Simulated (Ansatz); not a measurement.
`[BH3-][O+]=C(C)C`, relaxed with RKS PBE-D4/def2-SVP in the Gaussian-basis code of Ansatz from a rough embedded geometry. The force threshold is 0.03 eV/Å; the program also tests the step.

Total charge 0; spin multiplicity 1.

Start:

```xyz
14

B    -1.376   -0.608    1.322
O    -0.923    0.349    0.410
C     0.117    0.309   -0.240
C     1.120   -0.789   -0.289
C     0.393    1.504   -1.165
H    -2.433   -0.336    1.805
H    -0.600   -0.799    2.200
H    -1.550   -1.706    0.734
H     0.569   -1.750   -0.542
H     1.945   -0.624   -0.899
H     1.480   -0.921    0.822
H     1.312    1.401   -1.747
H    -0.459    1.553   -1.869
H     0.405    2.418   -0.541
```

```json
{"step": "1", "energy (eV)": "-5967.8728", "largest force (eV/Å)": "4.298", "largest move (Å)": "0.000"}
{"step": "2", "energy (eV)": "-5968.3942", "largest force (eV/Å)": "1.782", "largest move (Å)": "0.127"}
{"step": "3", "energy (eV)": "-5968.5183", "largest force (eV/Å)": "0.652", "largest move (Å)": "0.087"}
{"step": "4", "energy (eV)": "-5968.5192", "largest force (eV/Å)": "0.789", "largest move (Å)": "0.077"}
{"step": "5", "energy (eV)": "-5968.5395", "largest force (eV/Å)": "0.281", "largest move (Å)": "0.061"}
{"step": "6", "energy (eV)": "-5968.5463", "largest force (eV/Å)": "0.147", "largest move (Å)": "0.199"}
{"step": "7", "energy (eV)": "-5968.5624", "largest force (eV/Å)": "0.115", "largest move (Å)": "0.200"}
{"step": "8 (rejected)", "energy (eV)": "-5968.5547", "largest force (eV/Å)": "0.596", "largest move (Å)": "0.195"}
{"step": "9", "energy (eV)": "-5968.5726", "largest force (eV/Å)": "0.059", "largest move (Å)": "0.098"}
{"step": "10", "energy (eV)": "-5968.5781", "largest force (eV/Å)": "0.200", "largest move (Å)": "0.098"}
{"step": "11", "energy (eV)": "-5968.5898", "largest force (eV/Å)": "0.026", "largest move (Å)": "0.150"}
{"step": "12 (rejected)", "energy (eV)": "-5968.5837", "largest force (eV/Å)": "0.438", "largest move (Å)": "0.193"}
{"step": "13", "energy (eV)": "-5968.5928", "largest force (eV/Å)": "0.123", "largest move (Å)": "0.094"}
{"step": "14 (rejected)", "energy (eV)": "-5968.5856", "largest force (eV/Å)": "0.423", "largest move (Å)": "0.098"}
{"step": "15", "energy (eV)": "-5968.5950", "largest force (eV/Å)": "0.016", "largest move (Å)": "0.049"}
{"step": "16", "energy (eV)": "-5968.5957", "largest force (eV/Å)": "0.046", "largest move (Å)": "0.049"}
{"step": "17 (rejected)", "energy (eV)": "-5968.5946", "largest force (eV/Å)": "0.119", "largest move (Å)": "0.033"}
{"step": "18", "energy (eV)": "-5968.5960", "largest force (eV/Å)": "0.012", "largest move (Å)": "0.016"}
```

End:

```xyz
14

B    -1.318   -0.693    1.472
O    -0.863    0.451    0.489
C     0.116    0.380   -0.293
C     0.956   -0.844   -0.349
C     0.405    1.557   -1.167
H    -2.300   -0.256    2.053
H    -0.344   -0.913    2.205
H    -1.545   -1.680    0.757
H     0.293   -1.713   -0.557
H     1.779   -0.778   -1.081
H     1.340   -1.049    0.676
H     1.449    1.902   -1.008
H     0.337    1.256   -2.235
H    -0.304    2.380   -0.963
```

It took 2.4 min on 4 threads of an Intel Xeon on a shared host, with 0.17 GiB of host memory at the peak.
